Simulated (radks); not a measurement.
The numbers below are computed, except where a source is named.
Ta43+, configuration [Ar] 3d10 4s2. Code: a radial shooting solver on a logarithmic mesh with Libxc functionals. Model: Dirac Kohn-Sham, exchange-only B88, spin-unpolarised, spherical densities, finite nucleus; Fermi nuclear charge, rms radius 5.3507 fm. Some entries of the table are withheld. Estimate them.

| orbital | occ. | eigenvalue (hartree) | <r^2> (bohr^2) |
|---|---|---|---|
| 1s1/2 | 2 | -2549.240 | 0.0004787 |
| 2s1/2 | 2 | -500.4500 | 0.007288 |
| 2p1/2 | 2 | -482.1015 | 0.005208 |
| 2p3/2 | 4 | -435.2079 | 0.006400 |
| 3s1/2 | 2 | (1) | 0.04613 |
| 3p1/2 | 2 | -161.4826 | 0.04216 |
| 3p3/2 | 4 | -150.9607 | 0.04812 |
| 3d3/2 | 4 | (2) | 0.03691 |
| 3d5/2 | 6 | (3) | 0.03852 |
| 4s1/2 | 2 | (4) | 0.1800 |
| 4p1/2 | 0 | -78.84875 | 0.1775 |
| 4p3/2 | 0 | -75.33285 | 0.1947 |
| 5s1/2 | 0 | -48.63778 | 0.5011 |

Answer. 
(1) 3s1/2 eigenvalue (hartree): -169.4981
(2) 3d3/2 eigenvalue (hartree): -137.7037
(3) 3d5/2 eigenvalue (hartree): -135.3743
(4) 4s1/2 eigenvalue (hartree): -82.26567
